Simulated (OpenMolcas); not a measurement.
Ne6+: effect of the basis set

```yaml
Program: OpenMolcas
Method: CASSCF
Active_space: 2 electrons in 4 orbitals (2s 2p)
State_averaging: 2S+1 = 3 even, 3 roots; 2S+1 = 1 even, 7 roots (6 in the spin-orbit step); 2S+1 = 3 odd, 3 roots; 2S+1 = 1 odd, 3 roots
Spin-orbit_coupling: state interaction with AMFI integrals over the reference wave functions, term energies averaged over their components
```

A. ANO-L-VTZP [4s3p2d1f], non-relativistic, point nucleus; cost roughly 7 core-seconds
B. ANO-RCC-VTZP [4s3p2d1f], DKH2, point nucleus; cost about 11 core-seconds
C. ANO-R2 [4s4p2d1f], X2C, finite nucleus; cost about 22 core-seconds
D. ANO-R3 [4s4p2d1f], X2C, finite nucleus; cost roughly 7 core-seconds
E. ANO-RCC-VQZP [5s4p3d2f1g], DKH2, point nucleus; cost roughly 7 core-seconds

Energies in cm⁻¹ above 2s² ¹S₀, the measured ground level; measured values from NIST levels in Podobedova, Fuhr, Reader and Wiese, J. Phys. Chem. Ref. Data 33, 525 (2004).

| Level | A | B | C | D | E | Measured |
| --- | --- | --- | --- | --- | --- | --- |
| 2s² ¹S₀ | 0.0 | 0.0 | 0.0 | 0.0 | 0.0 | 0.0 |
| 2s 2p ³P°₀ | 110644 | 112413 | 112140 | 112140 | 112183 |  |
| 2s 2p ³P°₁ | 111120 | 112904 | 112613 | 112613 | 112656 |  |
| 2s 2p ³P°₂ | 112085 | 113897 | 113569 | 113569 | 113616 |  |
| 2s 2p ¹P°₁ | 225947 | 227049 | 227590 | 227590 | 227525 | 214952 |
| 2p² ³P₀ | 288560 | 292458 | 291837 | 291837 | 292156 |  |
| 2p² ³P₁ | 289034 | 292945 | 292309 | 292309 | 292629 |  |
| 2p² ³P₂ | 289971 | 293907 | 293241 | 293241 | 293564 |  |

Among A to E the level of the table that moves most is 2p² ³P₂, by 3900 cm-1 (lowest in A, highest in B).

Only configurations of the active space appear. The table leaves out levels that lie high or whose names do not pair safely across all columns.

° marks odd parity.
